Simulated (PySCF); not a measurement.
Cd(Br)(Me), SMILES [Br][Cd][CH3] (CH3BrCd), PBE0/def2-SVP optimised geometry.

```
6

Cd    -0.02    -0.11     0.00
Br    -2.45    -0.11     0.00
C      2.08    -0.11     0.00
H      2.45    -0.34     1.01
H      2.45     0.87    -0.31
H      2.45    -0.87    -0.70
```

Density from PySCF with PBE0/def2-TZVP, def2 effective core potentials past Kr at that geometry. The core electrons that the potentials of Cd replace are not part of the density.

Minimum of the electron density along straight lines between bonded atoms, close to the bond critical point (lines longer than 1.1 times the sum of covalent radii, or with two minima, are not listed):

```tsv
bond	length / Å	ρ at the minimum / e bohr⁻³	∇²ρ there / e bohr⁻⁵	position (fraction from the first atom)
Cd1–Br2	2.429	0.078	0.19	0.47
Cd1–C3	2.102	0.106	0.18	0.53
C3–H4	1.099	0.269	-0.89	0.64
C3–H5	1.099	0.269	-0.89	0.64
C3–H6	1.099	0.269	-0.89	0.64
```
